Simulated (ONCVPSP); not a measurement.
Si (Z = 14): one change to an ONCV potential, before and after

Si (Z = 14), optimised norm-conserving Vanderbilt (ONCV), made with ONCVPSP 4.0.1 (PBEsol, scalar-relativistic). Core [Ne], reference 3s1 (charge +3). Waves: 3s: rc 1.35 bohr, ncon 3, nbas 6, qcut 6.3 1/bohr, 2 projectors, debl 0.3 Ha; p scattering state at 0.18 Ha: rc 1.35 bohr, ncon 3, nbas 8, qcut 5.2 1/bohr, 2 projectors, debl 3 Ha; d scattering state at 0.05 Ha: rc 1.15 bohr, ncon 3, nbas 6, qcut 8.7 1/bohr, 2 projectors, debl 1.9 Ha. Local part: polynomial inside 0.80 bohr (lpopt 1, dvloc0 0 Ha). Core correction: Teter function, fcfact 2.75, rcfact 1.8.

In the s channel the program set the typed energies aside and used -1.446, 0.250 Ha. In the p channel the program set the typed energies aside and used 0.050, 3.050 Ha.

Change: functional PBE. In the s channel the program set the typed energies aside and used -1.451, 0.250 Ha. In the p channel the program set the typed energies aside and used 0.050, 3.050 Ha.

Cutoffs: the cutoffs (Ha) at which the residual kinetic energy of the hardest occupied pseudo-wave falls to 1 and 0.1 mHa per electron; they do not see the model core or the augmentation charge, which bear on the density cutoff. Errors are all-electron minus pseudo energies relative to the spin-unpolarised reference configuration.

Task: What does the change do?

Result: The potential gets neither clearly harder nor softer (11 Ha and 33 Ha → 10 Ha and 34 Ha); both files keep a bound ghost (s); of the 4 tests that both files solve, the error grows in 0 and shrinks in 2 by more than 15 % and 0.3 meV (median size 300.7 → 261.0 meV).

| quantity | base | changed |
| --- | --- | --- |
| cutoff, loose | 11 Ha | 10 Ha |
| cutoff, tight | 33 Ha | 34 Ha |
| bound ghosts | s | s |
| GHOST(+) flags under 300 eV | none | none |
| error for 3s2 3p2, meV [ΔE -57.58 → -57.70 eV] | -427 | -381 |
| error for 3s2 3p1, meV [ΔE -49.86 → -49.96 eV] | -302 | -242 |
| error for 3s2, meV [ΔE -33.90 → -33.97 eV] | -150 | -105 |
| error for 3s1 3p3, meV [ΔE -50.78 → -50.89 eV] | -299 | -280 |
| s: phases at 1.37 bohr within 0.05 rad from the reference energy up to (Ha; the scan ends near 5) | to the end of the scan | to the end of the scan |
| p: phases at 1.37 bohr within 0.05 rad from the reference energy up to (Ha; the scan ends near 5) | to the end of the scan | to the end of the scan |
| d: phases at 1.17 bohr within 0.05 rad from the reference energy up to (Ha; the scan ends near 5) | to the end of the scan | to the end of the scan |
| rms error of d²Exc/dni dnj with the model core, mHa | 19.85 | 7.76 |

 A true bound ghost makes a file unfit for plane-wave use even where its test errors are small: the radial tests pick states by their node count and pass the ghost by.
